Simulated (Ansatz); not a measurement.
Te(CCH)2 (C₄H₂Te), relaxed as a singlet with RKS PBE-D4/def2-SVP in Ansatz, starting from the GFN2-xTB geometry. Force threshold 0.02 eV/Å.

In the def2 sets Te takes a core potential; there is no spin–orbit coupling.

Start:

```xyz
7

Te    0.255    1.465    1.147
C     0.630   -0.542    1.291
C     0.879   -1.709    1.431
H     1.081   -2.735    1.532
C    -0.510    1.246   -0.739
C    -0.970    1.182   -1.846
H    -1.365    1.093   -2.816
```

```csv
step,energy (eV),largest force component (eV/Å),SCF passes
1,-11460.1145,2.019,26
2,-11460.2423,0.250,28
3,-11460.2492,0.081,29
4,-11460.2500,0.037,29
5,-11460.2505,0.046,29
6,-11460.2508,0.006,28
```

Force components are those of the run's own axes.

End:

```xyz
7

Te    0.2399    1.3843    1.0844
C     0.6536   -0.6089    1.3156
C     0.9363   -1.7820    1.5438
H     1.1784   -2.8202    1.7277
C    -0.5408    1.2598   -0.8056
C    -1.0227    1.2828   -1.9349
H    -1.4447    1.2841   -2.9310
```

By distances, no bond broke or formed. The bond that changes most is C3–H4, from 1.05 to 1.08 Å (atoms count from 1).

No frequencies were taken in this run, so the end may be a saddle point.

It took 8 s on 2 threads of Arm Neoverse V2 on a shared host.
